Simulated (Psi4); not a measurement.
Job for Psi4: SAPT0/jun-cc-pV(D+d)Z on C2H9NO (a complex), monomers drawn apart or pushed together.

```
memory 2025 MB

molecule dimer {
0 1
N     0.49795289   -0.02044772    0.16661701
H    -0.03699486    0.56946930   -0.46040895
H     0.69134597   -0.88317748   -0.32899564
H    -0.09862455   -0.24790276    0.95762319
--
0 1
C    -0.46999908    1.18060566    4.18020495
O    -0.59502016   -0.21527600    3.98681950
C     0.57121057   -0.91438752    4.37739791
H     0.35028453    1.59007191    3.57943143
H    -0.29180631    1.41783080    5.23645538
H    -1.40821623    1.63673355    3.86741079
H     1.43755842   -0.59824552    3.78494874
H     0.38617842   -1.97418948    4.20792758
H     0.78881662   -0.75503031    5.44087298
units angstrom
symmetry c1
no_reorient
no_com
}

set {
  basis jun-cc-pV(D+d)Z
  scf_type df
  freeze_core true
}

energy('sapt0')
```

Output:

```
[...]
==> Input File <==

--------------------------------------------------------------------------
memory 2025 MB

molecule dimer {
0 1
N     0.49795289   -0.02044772    0.16661701
H    -0.03699486    0.56946930   -0.46040895
H     0.69134597   -0.88317748   -0.32899564
H    -0.09862455   -0.24790276    0.95762319
--
0 1
C    -0.46999908    1.18060566    4.18020495
O    -0.59502016   -0.21527600    3.98681950
C     0.57121057   -0.91438752    4.37739791
H     0.35028453    1.59007191    3.57943143
H    -0.29180631    1.41783080    5.23645538
H    -1.40821623    1.63673355    3.86741079
H     1.43755842   -0.59824552    3.78494874
H     0.38617842   -1.97418948    4.20792758
H     0.78881662   -0.75503031    5.44087298
units angstrom
symmetry c1
no_reorient
no_com
}

set {
  basis jun-cc-pV(D+d)Z
  scf_type df
  freeze_core true
}

energy('sapt0')
--------------------------------------------------------------------------


   => Loading Basis Set <=

    Name: JUN-CC-PV(D+D)Z
    Role: ORBITAL
    Keyword: BASIS
    atoms 1         entry N          line   222 file jun-cc-pv_dpd_z.gbs
    atoms 2-4, 8-13 entry H          line    60 file jun-cc-pv_dpd_z.gbs
    atoms 5, 7      entry C          line   188 file jun-cc-pv_dpd_z.gbs
    atoms 6         entry O          line   256 file jun-cc-pv_dpd_z.gbs

   => Loading Basis Set <=

    Name: JUN-CC-PV(D+D)Z
    Role: ORBITAL
    Keyword: BASIS
    atoms 1         entry N          line   222 file jun-cc-pv_dpd_z.gbs
    atoms 2-4, 8-13 entry H          line    60 file jun-cc-pv_dpd_z.gbs
    atoms 5, 7      entry C          line   188 file jun-cc-pv_dpd_z.gbs
    atoms 6         entry O          line   256 file jun-cc-pv_dpd_z.gbs


  //>>>>>>>>>>>>>>>>>>>>>>>>>>>>>>>>>>>//
  //              Dimer HF             //
  //<<<<<<<<<<<<<<<<<<<<<<<<<<<<<<<<<<<//

   => Libint2 <=

    Primary   basis highest AM E, G, H:  7, 6, 3
    Auxiliary basis highest AM E, G, H:  7, 7, 4
    Onebody   basis highest AM E, G, H:  -, -, -
    Solid Harmonics ordering:            Gaussian


   => Loading Basis Set <=

    Name: JUN-CC-PV(D+D)Z
    Role: ORBITAL
    Keyword: BASIS
    atoms 1         entry N          line   222 file jun-cc-pv_dpd_z.gbs
    atoms 2-4, 8-13 entry H          line    60 file jun-cc-pv_dpd_z.gbs
    atoms 5, 7      entry C          line   188 file jun-cc-pv_dpd_z.gbs
    atoms 6         entry O          line   256 file jun-cc-pv_dpd_z.gbs


         ---------------------------------------------------------
                                   SCF
               by Justin Turney, Rob Parrish, Andy Simmonett
                          and Daniel G. A. Smith
                              RHF Reference
                        1 Threads,   1931 MiB Core
         ---------------------------------------------------------

  ==> Geometry <==

    Molecular point group: c1
    Full point group: C1

    Geometry (in Angstrom), charge = 0, multiplicity = 1:

       Center              X                  Y                   Z               Mass
    ------------   -----------------  -----------------  -----------------  -----------------
         N            0.497952890000    -0.020447720000     0.166617010000    14.003074004430
         H           -0.036994860000     0.569469300000    -0.460408950000     1.007825032230
         H            0.691345970000    -0.883177480000    -0.328995640000     1.007825032230
         H           -0.098624550000    -0.247902760000     0.957623190000     1.007825032230
         C           -0.469999080000     1.180605660000     4.180204950000    12.000000000000
         O           -0.595020160000    -0.215276000000     3.986819500000    15.994914619570
         C            0.571210570000    -0.914387520000     4.377397910000    12.000000000000
         H            0.350284530000     1.590071910000     3.579431430000     1.007825032230
         H           -0.291806310000     1.417830800000     5.236455380000     1.007825032230
         H           -1.408216230000     1.636733550000     3.867410790000     1.007825032230
         H            1.437558420000    -0.598245520000     3.784948740000     1.007825032230
         H            0.386178420000    -1.974189480000     4.207927580000     1.007825032230
         H            0.788816620000    -0.755030310000     5.440872980000     1.007825032230

  Running in c1 symmetry.

  Rotational constants: A =      0.27507  B =      0.02042  C =      0.01952 [cm^-1]
  Rotational constants: A =   8246.30622  B =    612.03102  C =    585.19195 [MHz]
  Nuclear repulsion =  128.242339832438518

  Charge       = 0
  Multiplicity = 1
  Electrons    = 36
  Nalpha       = 18
  Nbeta        = 18

  ==> Algorithm <==

  SCF Algorithm Type is DF.
  DIIS enabled.
  MOM disabled.
  Fractional occupation disabled.
  Guess Type is SAD.
  Energy threshold   = 1.00e-08
  Density threshold  = 1.00e-08
  Integral threshold = 1.00e-12

  ==> Primary Basis <==

  Basis Set: JUN-CC-PV(D+D)Z
    Blend: JUN-CC-PV(
[...]
OCC [    13 ]
    NA   [    13 ]
    NB   [    13 ]

  @DF-RHF Final Energy:  -154.08149584528698

   => Energetics <=

    Nuclear Repulsion Energy =             83.8047262919418330
    One-Electron Energy =                -375.2411112046208927
    Two-Electron Energy =                 137.3548890673920653
    Total Energy =                       -154.0814958452869803

Computation Completed


Properties will be evaluated at   0.000000,   0.000000,   0.000000 [a0]

Properties computed using the SCF density matrix


 Multipole Moments:

 ------------------------------------------------------------------------------------
     Multipole            Electronic (a.u.)      Nuclear  (a.u.)        Total (a.u.)
 ------------------------------------------------------------------------------------

 L = 1.  Multiply by 2.5417464519 to convert [e a0] to [Debye]
 Dipole X            :          5.9870946           -5.4614538            0.5256408
 Dipole Y            :         -1.9692288            2.2530672            0.2838383
 Dipole Z            :       -206.4160561          206.6551958            0.2391397
 Magnitude           :                                                    0.6434674

 ------------------------------------------------------------------------------------

  Constructing Basis Sets for SAPT...

   => Loading Basis Set <=

    Name: (JUN-CC-PV(D+D)Z AUX)
    Role: RIFIT
    Keyword: DF_BASIS_SAPT
    atoms 1         entry N          line   144 file jun-cc-pvdz-ri.gbs
    atoms 2-4, 8-13 entry H          line    30 file jun-cc-pvdz-ri.gbs
    atoms 5, 7      entry C          line   100 file jun-cc-pvdz-ri.gbs
    atoms 6         entry O          line   188 file jun-cc-pvdz-ri.gbs

   => Loading Basis Set <=

    Name: (JUN-CC-PV(D+D)Z AUX)
    Role: JKFIT
    Keyword: DF_BASIS_ELST
    atoms 1         entry N          line   202 file jun-cc-pvdz-jkfit.gbs
    atoms 2-4, 8-13 entry H          line    70 file jun-cc-pvdz-jkfit.gbs
    atoms 5, 7      entry C          line   146 file jun-cc-pvdz-jkfit.gbs
    atoms 6         entry O          line   258 file jun-cc-pvdz-jkfit.gbs


  //>>>>>>>>>>>>>>>>>>>>>>>>>>>>>>>>>>>//
  //               SAPT0               //
  //<<<<<<<<<<<<<<<<<<<<<<<<<<<<<<<<<<<//



        SAPT0
    Ed Hohenstein
     6 June 2009

      Orbital Information
  --------------------------
    NSO        =       117
    NMO        =       117
    NRI        =       386
    NRI (Elst) =       523
    NOCC A     =         5
    NOCC B     =        13
    FOCC A     =         1
    FOCC B     =         3
    NVIR A     =       112
    NVIR B     =       104

    Elst10,r            =    -0.002035213241 [Eh]
    Exch10              =     0.000333851426 [Eh]
    Exch10 (S^2)        =     0.000333793554 [Eh]

    Maxiter = 50
    CPHF R converge = 1.000000E-08

    Iter     Energy [mEh]          dE [mEh]         Residual      Time [s]
       1      -0.06100970       0.061009702     1.463292e-03             0
       2      -0.07540905       0.014399351     6.862268e-04             0
       3      -0.07795299       0.002543940     1.658398e-04             0
       4      -0.07762568      -0.000327316     4.261619e-05             0
       5      -0.07750006      -0.000125617     8.011697e-06             0
       6      -0.07753618       0.000036117     1.447989e-06             0
       7      -0.07753243      -0.000003751     2.735343e-07             0
       8      -0.07753266       0.000000234     5.811616e-08             0
       9      -0.07753270       0.000000037     1.199635e-08             0
      10      -0.07753268      -0.000000017     2.367300e-09             0

    CHF Iterations converged

    Maxiter = 50
    CPHF R converge = 1.000000E-08

    Iter     Energy [mEh]          dE [mEh]         Residual      Time [s]
       1      -0.07831616       0.078316162     1.896477e-03             0
       2      -0.09257178       0.014255620     1.097365e-03             0
       3      -0.09959319       0.007021412     2.213467e-04             0
       4      -0.09973176       0.000138565     5.372711e-05             0
       5      -0.09946524      -0.000266519     8.872380e-06             0
       6      -0.09949505       0.000029805     2.147670e-06             0
       7      -0.09949601       0.000000967     6.258156e-07             0
       8      -0.09949487      -0.000001140     1.469384e-07             0
       9      -0.09949482      -0.000000053     3.138659e-08             0
      10      -0.09949488       0.000000063     4.895267e-09             0

    CHF Iterations converged

    Ind20,r (A<-B)      =    -0.000077532680 [Eh]
    Ind20,r (B<-A)      =    -0.000099494882 [Eh]
    Ind20,r             =    -0.000177027562 [Eh]
    Exch-Ind20,r (A<-B) =     0.000021706314 [Eh]
    Exch-Ind20,r (B<-A) =     0.000016603330 [Eh]
    Exch-Ind20,r        =     0.000038309644 [Eh]
    Disp20              =    -0.000756907748 [Eh]
    Disp20 (SS)         =    -0.000378453874 [Eh]
    Disp20 (OS)         =    -0.000378453874 [Eh]
    Exch-Disp20         =     0.000026767134 [Eh]
    Exch-Disp20 (SS)    =     0.000015786256 [Eh]
    Exch-Disp20 (OS)    =     0.000010980878 [Eh]

    SAPT Results
  --------------------------------------------------------------------------------------------------------
    Electrostatics                 -2.03521324 [mEh]      -1.27711559 [kcal/mol]      -5.34345163 [kJ/mol]
      Elst10,r                     -2.03521324 [mEh]      -1.27711559 [kcal/mol]      -5.34345163 [kJ/mol]

    Exchange                        0.33385143 [mEh]       0.20949493 [kcal/mol]       0.87652680 [kJ/mol]
      Exch10                        0.33385143 [mEh]       0.20949493 [kcal/mol]       0.87652680 [kJ/mol]
      Exch10(S^2)                   0.33379355 [mEh]       0.20945862 [kcal/mol]       0.87637486 [kJ/mol]

    Induction                      -0.16568895 [mEh]      -0.10397138 [kcal/mol]      -0.43501627 [kJ/mol]
      Ind20,r                      -0.17702756 [mEh]      -0.11108647 [kcal/mol]      -0.46478580 [kJ/mol]
      Exch-Ind20,r                  0.03830964 [mEh]       0.02403966 [kcal/mol]       0.10058196 [kJ/mol]
      delta HF,r (2)               -0.02697103 [mEh]      -0.01692458 [kcal/mol]      -0.07081243 [kJ/mol]

    Dispersion                     -0.73014061 [mEh]      -0.45817015 [kcal/mol]      -1.91698392 [kJ/mol]
      Disp20                       -0.75690775 [mEh]      -0.47496678 [kcal/mol]      -1.98726102 [kJ/mol]
      Exch-Disp20                   0.02676713 [mEh]       0.01679663 [kcal/mol]       0.07027710 [kJ/mol]
      Disp20 (SS)                  -0.37845387 [mEh]      -0.23748339 [kcal/mol]      -0.99363051 [kJ/mol]
      Disp20 (OS)                  -0.37845387 [mEh]      -0.23748339 [kcal/mol]      -0.99363051 [kJ/mol]
      Exch-Disp20 (SS)              0.01578626 [mEh]       0.00990603 [kcal/mol]       0.04144681 [kJ/mol]
      Exch-Disp20 (OS)              0.01098088 [mEh]       0.00689061 [kcal/mol]       0.02883029 [kJ/mol]

  Total HF                         -1.86705076 [mEh]      -1.17159204 [kcal/mol]      -4.90194111 [kJ/mol]
  Total SAPT0                      -2.59719138 [mEh]      -1.62976219 [kcal/mol]      -6.81892502 [kJ/mol]

  Special recipe for scaled SAPT0 (see Manual):
    Electrostatics sSAPT0          -2.03521324 [mEh]      -1.27711559 [kcal/mol]      -5.34345163 [kJ/mol]
    Exchange sSAPT0                 0.33385143 [mEh]       0.20949493 [kcal/mol]       0.87652680 [kJ/mol]
    Induction sSAPT0               -0.16566902 [mEh]      -0.10395888 [kcal/mol]      -0.43496395 [kJ/mol]
    Dispersion sSAPT0              -0.73012669 [mEh]      -0.45816141 [kcal/mol]      -1.91694736 [kJ/mol]
  Total sSAPT0                     -2.59715752 [mEh]      -1.62974095 [kcal/mol]      -6.81883614 [kJ/mol]
  --------------------------------------------------------------------------------------------------------



*** Psi4 exiting successfully. Buy a developer a beer!
```

The run finished.

Cost: roughly 9 core-seconds.
